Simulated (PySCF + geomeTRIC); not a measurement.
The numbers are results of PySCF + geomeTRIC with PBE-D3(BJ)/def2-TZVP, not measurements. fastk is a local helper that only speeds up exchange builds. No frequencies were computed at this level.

```python
import json, numpy as np
from pyscf import gto, dft
from fastk import lowrank_exchange
atoms = """
C      1.453710    -0.000550    -0.147805
C      0.151218     0.000214    -0.016464
C     -1.115876     0.642341     0.275440
C     -1.149073    -0.641202    -0.046286
H      1.990311    -0.891318    -0.426264
H      2.036151     0.889520     0.017973
H     -1.644014     1.523134     0.551628
H     -1.722425    -1.522139    -0.208223
"""
def scf(charge, spin, dm0=None):
    mol = gto.M(atom=atoms, basis='def2-tzvp', ecp={}, charge=charge, spin=spin, verbose=3, max_memory=3780)
    mf = dft.KS(mol, xc='pbe').density_fit(auxbasis="def2-universal-jkfit")
    mf.disp = 'd3bj'
    mf.grids.level = 3
    mf.conv_tol = 1e-8
    mf.max_cycle = 60
    mf.kernel(dm0)
    if not mf.converged:
        mf = mf.newton().run(mf.mo_coeff, mf.mo_occ).undo_soscf()
    return mf
mf = scf(0, 0)
from pyscf.geomopt.geometric_solver import kernel as optimize
path = []
done, mol = optimize(mf, maxsteps=80, assert_convergence=False, callback=lambda env: path.append((env["energy"], bool(env["g_scanner"].converged))))
res = dict(converged=bool(done and path[-1][1]), energy=path[-1][0], path=[e for e, c in path], xyz=mol.atom_coords(unit="Angstrom").tolist(), nao=mol.nao)
json.dump(res, open("result.json", "w"))
```

Output:

```
converged SCF energy = -154.557561127443
Geometry optimization cycle 1
converged SCF energy = -154.557561124678
cycle 1: E = -154.557561125  dE = -154.558  norm(grad) = 0.0522724
Geometry optimization cycle 2
converged SCF energy = -154.559090000781
cycle 2: E = -154.559090001  dE = -0.00152888  norm(grad) = 0.00518023
Geometry optimization cycle 3
converged SCF energy = -154.559113034053
cycle 3: E = -154.559113034  dE = -2.30333e-05  norm(grad) = 0.00172071
Geometry optimization cycle 4
converged SCF energy = -154.559118520105
cycle 4: E = -154.55911852  dE = -5.48605e-06  norm(grad) = 0.00104978
Geometry optimization cycle 5
converged SCF energy = -154.559120035593
cycle 5: E = -154.559120036  dE = -1.51549e-06  norm(grad) = 0.000462165
Geometry optimization cycle 6
converged SCF energy = -154.559120231442
cycle 6: E = -154.559120231  dE = -1.95849e-07  norm(grad) = 0.000144441
<class 'geometric.internal.Distance'> : 8
<class 'geometric.internal.Angle'> : 8
<class 'geometric.internal.OutOfPlane'> : 4
<class 'geometric.internal.Dihedral'> : 13
<class 'geometric.internal.TranslationX'> : 1
<class 'geometric.internal.TranslationY'> : 1
<class 'geometric.internal.TranslationZ'> : 1
<class 'geometric.internal.RotationA'> : 1
<class 'geometric.internal.RotationB'> : 1
<class 'geometric.internal.RotationC'> : 1
Step    0 : Gradient = 1.848e-02/3.220e-02 (rms/max) Energy = -154.5575611247
Step    1 : Displace = 1.834e-02/2.622e-02 (rms/max) Trust = 1.000e-01 (=) Grad = 1.831e-03/3.425e-03 (rms/max) E (change) = -154.5590900008 (-1.529e-03) Quality = 1.004
Step    2 : Displace = 2.919e-03/5.553e-03 (rms/max) Trust = 1.414e-01 (+) Grad = 6.084e-04/9.232e-04 (rms/max) E (change) = -154.5591130341 (-2.303e-05) Quality = 1.342
Step    3 : Displace = 2.792e-03/4.575e-03 (rms/max) Trust = 2.000e-01 (+) Grad = 3.712e-04/6.516e-04 (rms/max) E (change) = -154.5591185201 (-5.486e-06) Quality = 0.734
Step    4 : Displace = 1.703e-03/3.851e-03 (rms/max) Trust = 2.000e-01 (=) Grad = 1.634e-04/3.232e-04 (rms/max) E (change) = -154.5591200356 (-1.515e-06) Quality = 0.900
Step    5 : Displace = 3.173e-04/7.121e-04 (rms/max) Trust = 2.828e-01 (+) Grad = 5.107e-05/8.266e-05 (rms/max) E (change) = -154.5591202314 (-1.958e-07) Quality = 1.252
Converged! =D
```

Cost: roughly 80 core-seconds.
